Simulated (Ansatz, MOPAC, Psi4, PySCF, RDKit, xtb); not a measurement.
Dimer: NH3 (SMILES N) (first 4 atoms) with N2 (SMILES N#N); geometry from B3LYP-D3(BJ)/def2-TZVP, rigid monomers moved along the line of their centres of mass till H4···N6 is 3.03 Å.
(charge 0, multiplicity 1):
```tsv
atom	x (Å)	y (Å)	z (Å)
N	-0.0768	-0.1184	-0.3546
H	0.8808	0.1503	-0.5493
H	-0.6597	0.6904	-0.5370
H	-0.1392	-0.3191	0.6367
N	-0.0085	-0.0503	4.7473
N	-0.0670	-0.1886	3.6670
```

| level | interaction energy (meV) | minus CCSD(T)/CBS(aug-cc-pVDZ, aug-cc-pVTZ) | cost |
|---|---|---|---|
| MMFF94 | -4.8 | 16.2 | - |
| GFN-FF | -8.5 | 12.4 | - |
| PM3 | -0.7 | 20.3 | - |
| PM7 | -104.7 | -83.8 | - |
| HF/3-21G (no counterpoise) | -36.4 | -15.5 | - |
| PBE-D4/def2-TZVPPD | -25.2 | -4.3 | ×1 |
| BP86/6-31G* (no counterpoise) | -15.6 | 5.4 | - |
| r2SCAN/def2-TZVPPD | -11.1 | 9.9 | ×1 |
| r2SCAN-D3(BJ)/def2-TZVPPD | -16.2 | 4.8 | ×1 |
| r2SCAN-D4/def2-TZVPPD | -15.1 | 5.9 | ×1 |
| B3LYP/6-311+G** (no counterpoise) | -10.1 | 10.9 | - |
| PBE0/def2-TZVPPD | -14.7 | 6.2 | ×1 |
| PBE0-D4/def2-TZVPPD | -22.1 | -1.1 | ×1 |
| M06-2X/6-31G* (no counterpoise) | -28.8 | -7.9 | - |
| wB97M-V/def2-TZVPPD | -18.0 | 2.9 | ×3 |
| MP2/6-31G* (no counterpoise) | -34.8 | -13.8 | - |
| SCS-MP2/aug-cc-pVDZ | -16.5 | 4.5 | - |
| CCSD(T)/aug-cc-pVTZ | -20.5 | 0.5 | ×200* |
| CCSD(T)/CBS(aug-cc-pVDZ, aug-cc-pVTZ) | -20.9 | 0.0 | ×200* |
| SAPT0/jun-cc-pV(D+d)Z | -17.3 | 3.6 | - |

 The comparison column counts from a level with limits of its own.

The rows run from -104.7 (PM7) to -0.7 meV (PM3). The dispersion term adds -5.1 in r2SCAN-D3(BJ), -4.0 in r2SCAN-D4, -7.3 in PBE0-D4. The 3 functionals in def2-TZVPPD without D3 or D4 span 6.9, from wB97M-V to r2SCAN.

Interaction energies are E(AB) − E(A) − E(B) at the monomers' geometry in the complex; basis-set methods are counterpoise corrected. Rows marked so take none.

Correlated levels freeze the cores. CBS: X⁻³ extrapolation of the correlation energy, Hartree–Fock from the larger set. Rows in 3-21G, 6-311+G**, 6-31G* carry no dispersion term and start afresh at each structure (6-31G* with six Cartesian d functions). MP2/6-31G* freezes PySCF's default core. The state that PM3, PM7 reach isn't checked; PM7 holds dispersion and hydrogen-bond terms.

The values were computed with Ansatz (Gaussian orbitals); MOPAC for PM3, PM7 (differences of heats of formation); Psi4 for SAPT; PySCF for 3-21G rows, 6-311+G** rows, 6-31G* rows, the dispersion terms; RDKit for the force fields; xtb for the GFN methods. Each number belongs to the level named beside it.

Costs are rough ratios of core time to PBE/def2-TZVPPD (about 3 s over the structures, on one shared machine); a dash marks a level with no comparable run of its own. A star marks coupled-cluster runs past 200 virtual orbitals, where the program's memory plan changes under this machine's limit, so their costs aren't comparable with smaller runs.

Ansatz is a program for electronic structure.
